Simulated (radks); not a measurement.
Question: Isoelectronic series with 5 electrons, all held in the configuration [He] 2s2 2p1, which need not be the ground one along the series. Method: scalar-relativistic Kohn-Sham, PBEsol, spin-polarised, spherical densities, point nucleus; open shells are filled with parallel spins first (spin-orbit coupling, left out, can overturn this in heavy ions); computed with a radial shooting solver on a logarithmic mesh with Libxc functionals. Total energies (hartree) and mean radii <r> (bohr) (* marks an orbital that is empty in some or all of the ions):

| ion | E (hartree) | 2p down* | 2p up | 2s down | 2s up |
|---|---|---|---|---|---|
| B | -24.47978 | 2.379 | 2.253 | 1.979 | 1.945 |
| Ne5+ | -115.79013 | 0.6728 | 0.6640 | 0.7394 | 0.7325 |
| P10+ | -276.40327 | 0.3997 | 0.3967 | 0.4555 | 0.4528 |
| Ca15+ | -506.96033 | 0.2845 | 0.2830 | 0.3287 | 0.3273 |
| Mn20+ | -808.43092 | 0.2207 | 0.2198 | 0.2566 | 0.2557 |
| Zn25+ | -1182.10868 | 0.1801 | 0.1795 | 0.2099 | 0.2094 |
| Zr35+ | -2153.04580 | 0.1311 | 0.1308 | 0.1529 | 0.1526 |
| Rh40+ | -2754.79903 | 0.1152 | 0.1150 | 0.1341 | 0.1339 |
| Sn45+ | -3437.85758 | 0.1026 | 0.1024 | 0.1191 | 0.1189 |

Estimate the row of Br30+.

Answer: E (hartree) -1629.63706; 2p down* 0.1519; 2p up 0.1514; 2s down 0.1772; 2s up 0.1768.
